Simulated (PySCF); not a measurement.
C₂H₈Ge₂S.
Numbering: `[CH3:1][C:2](=[S:3])[GeH2:4][GeH3:5]` (hydrogens: H6, H7, H8 on C1; H9, H10 on Ge4; H11, H12, H13 on Ge5)

Computed by this run: PBE0-D3(BJ)/def2-SVP geometry optimisation, gas phase (PySCF 2.14.0); density fitting, grid level 1; the optimiser is geomeTRIC in internal coordinates, started from a GFN2-xTB structure.

Step 0: E = -126036.0139 eV
```
atom  x, y, z in Å  |  force x, y, z in eV/Å
C1     -1.8564   -0.5024   -0.8189    0.084   0.098   0.100
C2     -1.1893   -0.6173    0.5006    0.162  -0.325   0.097
S3     -1.5133   -1.8284    1.5297    0.001  -0.076   0.187
Ge4     0.2023    0.6996    0.9684   -0.358  -0.222  -0.038
Ge5     2.2259    0.2991   -0.2314   -0.146  -0.002  -0.036
H6     -1.0996   -0.5043   -1.6081    0.196   0.059  -0.333
H7     -2.3775    0.4559   -0.8779   -0.174   0.356  -0.132
H8     -2.5629   -1.3132   -0.9896   -0.219  -0.264  -0.031
H9      0.3747    0.6337    2.4587    0.210  -0.110   0.612
H10    -0.3432    2.0776    0.6605   -0.128   0.558  -0.273
H11     3.3650    1.1635    0.2096    0.517   0.570   0.394
H12     2.0705    0.5524   -1.7024   -0.265   0.182  -0.745
H13     2.6995   -1.1157   -0.1169    0.121  -0.825   0.197
```

Q: Estimate the geometry and energy of step 1. (The exact step hangs on the optimiser's Hessian estimate; all steps are aligned on step 0, rigid shifts and turns removed.)

A: E = -126036.1339 eV, largest force 0.260 eV/Å
```
atom  x, y, z in Å  |  force x, y, z in eV/Å
C1     -1.8176   -0.4909   -0.8257   -0.053   0.002  -0.035
C2     -1.1577   -0.6448    0.5042    0.049   0.086   0.062
S3     -1.4292   -1.8951    1.5036   -0.001  -0.016  -0.016
Ge4     0.1669    0.7345    1.0164   -0.049   0.118   0.084
Ge5     2.1946    0.2771   -0.2476    0.216  -0.017  -0.103
H6     -1.0581   -0.4969   -1.6285   -0.005   0.004   0.017
H7     -2.3232    0.4887   -0.8930    0.010  -0.026   0.003
H8     -2.5438   -1.2960   -1.0089    0.013   0.008  -0.012
H9      0.4003    0.6588    2.5435   -0.010   0.006  -0.215
H10    -0.3701    2.1485    0.6300    0.092  -0.218   0.048
H11     3.3629    1.1919    0.2185   -0.192  -0.142  -0.078
H12     1.9505    0.5316   -1.7644    0.014  -0.040   0.257
H13     2.6199   -1.2067   -0.0659   -0.085   0.235  -0.012
```

The energy changes by -0.1200 eV. The first-order estimate −F·Δx gives -0.3123 eV and the mean of the old and new forces, exact on a quadratic surface, -0.1211 eV. The step makes an angle of 56° with the force vector and moves no atom by more than 0.137 Å.

What follows is the cost of the whole optimisation. Time: 1.8 min of wall time; peak memory 0.72 GiB. Hardware: one thread of an Arm Neoverse V1 (shared host).
